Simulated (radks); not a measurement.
Task: The table gives one normalised radial function P(r) = r R(r) (large component) of Eu3+ in [Xe] 4f6 (r in bohr). Calculated with a radial shooting solver on a logarithmic mesh with Libxc functionals: Dirac Kohn-Sham, exchange-only LDA, spin-unpolarised, spherical densities, finite nucleus; open shells fill j = l - 1/2 first; Fermi nuclear charge, rms radius 5.1115 fm.

r           P
0.003913   0.0078
0.005219   0.0131
0.00696    0.0217
0.009358   0.0358
0.01248    0.0567
0.01665    0.0866
0.0222     0.1260
0.02961    0.1711
0.03982    0.2107
0.0531     0.2186
0.07083    0.1641
0.09447    0.0266
0.126     -0.1663
0.1694    -0.3104
0.2259    -0.2484
0.3013     0.0555
0.4019     0.4001
0.5361     0.4391
0.715      0.0351
0.9613    -0.5630
1.282     -0.9035
1.71      -0.8321
2.281     -0.5086
3.042     -0.2026
4.09      -0.0458
5.455     -0.0055
7.275     -0.0003

Which n and l does it have? It may be an empty orbital.

Result: n = 5, l = 1: the number of nodes gives n - l - 1 = 3, the rise at small r points to l (this Dirac orbital starts outside the nucleus as r^gamma with gamma = sqrt((l + 1)^2 - (Z/c)^2) = 1.95; the j = 3/2 orbital of l + 1 starts with the same power, but with a smaller coefficient, and then steepens), and the extent must fit the shell. The curve is that of 5p3/2; the two j differ most near the nucleus, where j = l - 1/2 has the larger amplitude, and in heavy atoms j = l - 1/2 is also the more compact. 5p3/2: eigenvalue -48.226 eV, 3 radial nodes at r = 0.0986, 0.289, 0.728 bohr, <r> = 1.59 bohr, 90 % of the charge inside 2.31 bohr.
